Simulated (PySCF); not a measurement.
Si(NH2)4 (H₈N₄Si), SMILES N[Si](N)(N)N.

Geometry optimised at B3LYP-D3(BJ)/def2-SVP. The values are those of a single conformer.

Two levels are set side by side: PBE/def2-TZVP (PySCF) and PBE0/def2-TZVP (PySCF). Same geometry, gas phase. Differences are taken from unrounded values.

```
quantity                      PBE0
---------------------------  -----
orbital gap (eV)              7.54
highest occupied level (eV)  -6.76
lowest empty level (eV)       0.78
mean polarisability (bohr³)   54.4
```

Problem. What does PBE give, and how far is it from PBE0? (Estimate from the structure and the level; the computed values follow.)

Solution. 
```json
[
 {"quantity": "orbital gap (eV)", "PBE": "5.25", "PBE minus PBE0": "-2.29"},
 {"quantity": "highest occupied level (eV)", "PBE": "-5.29", "PBE minus PBE0": "1.47"},
 {"quantity": "lowest empty level (eV)", "PBE": "-0.03", "PBE minus PBE0": "-0.81"},
 {"quantity": "mean polarisability (bohr³)", "PBE": "57.6", "PBE minus PBE0": "3.1"}
]
```

Without exact exchange PBE keeps part of each electron's self-repulsion, which lifts occupied levels and narrows the gap. PBE's more diffuse valence density responds more strongly to a field. Differences between two approximate levels are no errors against the true value.

Rough cost on one machine, each run with all the roots and properties that it gave: PBE0 against PBE within a factor of 2.
